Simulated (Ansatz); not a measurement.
Total energies of cyclic bis(sulfonyl)imide, `O=S1(=O)[N-]S(=O)(=O)C(F)(F)C(F)(F)C1(F)F` from Ansatz at PBE0-D4/def2-SVP, gas phase (1 Eh = 27.2114 eV = 2625.5 kJ/mol). The reference geometry is relaxed at r2SCAN-D4/def2-SVP.

```xyz
16

O     2.423    1.964   -0.093
S     1.562    0.922    0.470
O     2.125   -0.055    1.406
N     0.151    1.598    0.881
S    -1.062    0.659    1.396
O    -2.252    1.495    1.558
O    -0.736   -0.342    2.416
C    -1.402   -0.360   -0.148
F    -2.313   -1.317    0.135
F    -1.914    0.443   -1.101
C    -0.148   -1.052   -0.718
F     0.249   -2.012    0.135
F    -0.501   -1.656   -1.889
C     1.041   -0.116   -1.010
F     2.081   -0.877   -1.416
F     0.697    0.705   -2.023
```

```json
{"state": "charge -1 singlet", "geometry": "reference", "energy (Eh)": "-1862.94702"}
{"state": "charge 0 doublet", "geometry": "reference", "energy (Eh)": "-1862.72458"}
{"state": "charge 0 doublet", "geometry": "relaxed at r2SCAN-D4/def2-SVP", "energy (Eh)": "-1862.75160"}
```

Question: Work out the vertical ionisation energy to the doublet.

Answer: E(charge 0 doublet) − E(charge -1 singlet) = -1862.72458 − (-1862.94702) = 0.22244 Eh = 6.05 eV. For comparison, −ε of the highest occupied level is 4.08 eV at this level, 1.97 eV less.

Question: How much does the charge 0 doublet relax, and what is the adiabatic ionisation energy?

Answer: Relaxation: -1862.72458 − (-1862.75160) = 0.02702 Eh = 0.74 eV. Adiabatic ionisation energy: 0.19542 Eh = 5.32 eV, without zero-point energy.
